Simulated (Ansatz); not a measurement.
`B[SiH](F)OC` + H₂ → `B[SiH2]F` + CH₃OH at 700 K and 1 bar (hydrogenolysis of the Si–O bond).

Calculated with Ansatz (gas phase, PBE0-D4/def2-TZVP geometries, no zero-point term in ΔE). CCSD(T)/CBS is the MP2 limit (def2-TZVPP, def2-QZVPP) plus CCSD(T) − MP2 in def2-TZVPP, frozen cores. This one scheme is used for every species. Each species was taken in one conformer, which may not be the lowest.

```
      species  CCSD(T)/CBS energy (Eh)  H − E (kJ/mol)  S (J/(mol·K))
`B[SiH](F)OC`               -530.56175           278.0          487.3
           H₂                 -1.17544            46.8          155.3
   `B[SiH2]F`               -416.08532           158.0          371.0
        CH₃OH               -115.61712           170.8          288.5
```

H − E and S are ideal-gas, rigid-rotor, harmonic terms from PBE0-D4/def2-TZVP, for one conformer and one mirror image of each species. The MP2-based limit puts H₂ 0.8 mEh under its directly extrapolated value; such offsets cancel only in part. 1 Eh = 2625.50 kJ/mol, R = 8.31446 J/(mol·K).

By hand: ΔE, ΔH, ΔS and ΔG.

ΔE = (-416.08532) + (-115.61712) − (-530.56175) − (-1.17544) = 0.03475 Eh = 91.2 kJ/mol. Δ(H − E) = 158.0 + 170.8 − 278.0 − 46.8 = 4.0, so ΔH = 95.2 kJ/mol. ΔS = 371.0 + 288.5 − 487.3 − 155.3 = 16.9 J/(mol·K). ΔG = 95.2 − 700 × (16.9)/1000 = 83.4 kJ/mol.

By hand: the equilibrium constant, and the temperature at which ΔG would vanish if ΔH and ΔS stayed fixed.

log₁₀ K = −ΔG/(RT ln 10) = -6.2. ΔG = 0 at ΔH/ΔS = 5633 K, far beyond where these terms or the molecules hold.

ΔH outweighs TΔS. A doubt of 5 kJ/mol in ΔE shifts log₁₀ K by 0.4 here. Other conformers and mirror images would add mixing entropy, several J/(mol·K) or more a flexible species. These are equilibria of isolated gas molecules and say nothing of rates. Largest T1 diagnostic: 0.012 (customary marks: 0.02 for closed shells, 0.045 for open ones).
